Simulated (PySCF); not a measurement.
C$_{4}$H$_{12}$O$_{3}$Sn, triplet, at the geometry of the source list (a higher spin typed on purpose: for a closed-shell molecule this is an excited state) (core potentials on Sn); DF-HF/def2-SV(P) run with PySCF.

PySCF was given this input:
```python
from pyscf import gto, scf

mol = gto.Mole()
mol.atom = '''
    C    -3.317500   -0.053900    0.267700
    C    -2.086300   -0.645600   -0.406200
    C    -0.806300    0.046200    0.066500
    C     0.399800   -0.567300   -0.608800
    Sn    2.261200    0.338600    0.063000
    O     2.260100    2.249700   -0.329200
    O     2.477400    0.201800    2.006000
    O     4.052700   -0.249200   -0.570800
    H    -4.216600   -0.570200   -0.061400
    H    -3.416600    1.000900    0.022400
    H    -3.242200   -0.148400    1.348700
    H    -2.025500   -1.713000   -0.180000
    H    -2.177300   -0.539900   -1.490000
    H    -0.862400    1.110200   -0.164600
    H    -0.721200   -0.055200    1.149000
    H     0.481300   -1.630900   -0.382600
    H     0.361800   -0.432500   -1.689400
    H     3.109100    2.676200   -0.208000
    H     3.374100    0.014600    2.286500
    H     4.094400   -1.031900   -1.118900
'''
mol.basis = 'def2-sv(p)'
mol.ecp = {'Sn': 'def2-sv(p)'}
mol.charge = 0
mol.spin = 2
mol.verbose = 4
mol.build()

mf = scf.UHF(mol)
mf = mf.density_fit(auxbasis='def2-universal-jkfit')
mf.kernel()
mf.analyze()
```

The log (banner, timings and long lists left out):

```
PySCF version 2.14.0

[INPUT] verbose = 4
[INPUT] num. atoms = 20
[INPUT] num. electrons = 82
[INPUT] charge = 0
[INPUT] spin (= nelec alpha-beta = 2S) = 2
[INPUT] symmetry False subgroup None
[INPUT] Mole.unit = angstrom
[INPUT] Symbol           X                Y                Z      unit          X                Y                Z       unit  Magmom
[...]
nuclear repulsion = 541.988287816121
number of shells = 76
number of NR pGTOs = 277
number of NR cGTOs = 148
basis = def2-sv(p)
ecp = {'Sn': 'def2-sv(p)'}

******** <class 'pyscf.df.df_jk.DFUHF'> ********
method = DFUHF
initial guess = minao
damping factor = 0
level_shift factor = 0
DIIS = <class 'pyscf.scf.diis.CDIIS'>
diis_start_cycle = 1
diis_space = 8
diis_damp = 0
SCF conv_tol = 1e-09
SCF conv_tol_grad = None
SCF max_cycles = 50
direct_scf = False
number electrons alpha = 42  beta = 40
Set gradient conv threshold to 3.16228e-05
******** <class 'pyscf.df.df.DF'> ********
auxbasis = def2-universal-jkfit
init E= -573.031106898676

cycle= 1 E= -593.944786104187  delta_E= -20.9  |g|=  1.7  |ddm|= 5.94
cycle= 2 E= -591.0514631211  delta_E= 2.89  |g|= 2.27  |ddm|= 14.3

cycle= 3 E= -595.420658194749  delta_E= -4.37  |g|= 0.61  |ddm|= 13.7

cycle= 4 E= -595.62178207806  delta_E= -0.201  |g|= 0.18  |ddm|= 1.06

cycle= 5 E= -595.658733845664  delta_E= -0.037  |g|= 0.0765  |ddm|= 0.962

cycle= 6 E= -595.670612054785  delta_E= -0.0119  |g|= 0.0393  |ddm|= 0.677

cycle= 7 E= -595.677257319386  delta_E= -0.00665  |g|= 0.0325  |ddm|= 0.436

cycle= 8 E= -595.68634381184  delta_E= -0.00909  |g|= 0.0425  |ddm|= 0.299

cycle= 9 E= -595.683570682037  delta_E= 0.00277  |g|= 0.037  |ddm|= 0.0623

cycle= 10 E= -595.680481103601  delta_E= 0.00309  |g|= 0.028  |ddm|= 0.434

cycle= 11 E= -595.680716036315  delta_E= -0.000235  |g|= 0.0194  |ddm|= 0.251

cycle= 12 E= -595.682123132059  delta_E= -0.00141  |g|= 0.0136  |ddm|= 0.188

cycle= 13 E= -595.683332916454  delta_E= -0.00121  |g|= 0.0134  |ddm|= 0.157

cycle= 14 E= -595.683485044162  delta_E= -0.000152  |g|= 0.0123  |ddm|= 0.0979

cycle= 15 E= -595.683993833997  delta_E= -0.000509  |g|= 0.0115  |ddm|= 0.0662

cycle= 16 E= -595.684307891193  delta_E= -0.000314  |g|= 0.0121  |ddm|= 0.04

cycle= 17 E= -595.68294034222  delta_E= 0.00137  |g|= 0.011  |ddm|= 0.216

cycle= 18 E= -595.680264320332  delta_E= 0.00268  |g|= 0.0202  |ddm|= 0.669

cycle= 19 E= -595.682049053389  delta_E= -0.00178  |g|= 0.0139  |ddm|= 0.493

[...]
SCF not converged.
Total Energy =                        -595.681417527933718
[...]
spin_pop of  4 Sn 5dx2-y2    0.00059
spin_pop of  5 O 1s        0.00000
spin_pop of  5 O 2s        0.01447
spin_pop of  5 O 3s        0.00265
spin_pop of  5 O 2px       0.00273
spin_pop of  5 O 2py       0.01943
spin_pop of  5 O 2pz      -0.00128
spin_pop of  5 O 3px       0.00002
spin_pop of  5 O 3py       0.00183
spin_pop of  5 O 3pz       0.00110
spin_pop of  5 O 3dxy     -0.00003
spin_pop of  5 O 3dyz      0.00007
spin_pop of  5 O 3dz^2     0.00002
spin_pop of  5 O 3dxz      0.00001
spin_pop of  5 O 3dx2-y2    0.00001
spin_pop of  6 O 1s        0.00000
spin_pop of  6 O 2s        0.01535
spin_pop of  6 O 3s        0.00243
spin_pop of  6 O 2px       0.00104
spin_pop of  6 O 2py       0.00025
spin_pop of  6 O 2pz       0.02490
spin_pop of  6 O 3px      -0.00009
spin_pop of  6 O 3py       0.00071
spin_pop of  6 O 3pz       0.00127
spin_pop of  6 O 3dxy      0.00001
spin_pop of  6 O 3dyz      0.00006
spin_pop of  6 O 3dz^2     0.00001
spin_pop of  6 O 3dxz     -0.00001
spin_pop of  6 O 3dx2-y2   -0.00001
spin_pop of  7 O 1s       -0.00000
spin_pop of  7 O 2s        0.02515
spin_pop of  7 O 3s        0.00182
spin_pop of  7 O 2px       0.06003
spin_pop of  7 O 2py       0.00291
spin_pop of  7 O 2pz      -0.00069
spin_pop of  7 O 3px      -0.00334
spin_pop of  7 O 3py       0.00007
spin_pop of  7 O 3pz      -0.00020
spin_pop of  7 O 3dxy      0.00008
spin_pop of  7 O 3dyz      0.00013
spin_pop of  7 O 3dz^2     0.00001
spin_pop of  7 O 3dxz      0.00008
spin_pop of  7 O 3dx2-y2   -0.00002
spin_pop of  8 H 1s       -0.00097
spin_pop of  8 H 2s        0.00004
spin_pop of  9 H 1s        0.04139
spin_pop of  9 H 2s        0.00098
spin_pop of  10 H 1s        0.03695
spin_pop of  10 H 2s        0.00095
spin_pop of  11 H 1s        0.24222
spin_pop of  11 H 2s        0.02349
spin_pop of  12 H 1s        0.22752
spin_pop of  12 H 2s        0.02185
spin_pop of  13 H 1s        0.08350
spin_pop of  13 H 2s        0.00490
spin_pop of  14 H 1s        0.07938
spin_pop of  14 H 2s        0.00569
spin_pop of  15 H 1s        0.01249
spin_pop of  15 H 2s        0.03614
spin_pop of  16 H 1s        0.01063
spin_pop of  16 H 2s        0.02973
spin_pop of  17 H 1s        0.00568
spin_pop of  17 H 2s       -0.00046
spin_pop of  18 H 1s        0.00625
spin_pop of  18 H 2s       -0.00014
spin_pop of  19 H 1s        0.02264
spin_pop of  19 H 2s        0.01502
In total            42.00000 | 40.00000
Dipole moment(X, Y, Z, Debye): -14.37707, -3.18818, -1.17717
```

Convergence was not reached.
